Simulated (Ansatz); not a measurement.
Ansatz (a quantum-chemistry and plane-wave program) input:

Ansatz 0.2 input:
```yaml
crystal:
  periodic: [false, false, false]
  atoms:
    - {symbol: Cs, position_ang: [-0.00000000, -0.00000000, -0.30204412]}
    - {symbol: O, position_ang: [0.00000000, 0.00000000, 2.07655333]}
basis:
  gaussian:
    orbitals: def2-TZVPD
hamiltonian:
  xc: {name: B3LYP}
total_charge: -1
magnetization: {spin_polarized: true, initial_magnetization: 2}
```

Question: Predict the final energy.

Answer: -95.36899 Eh (B3LYP/def2-TZVPD). The basis has 72 functions.

This state (charge -1, triplet) is run at the relaxed geometry of the species with charge 0 and multiplicity 2.
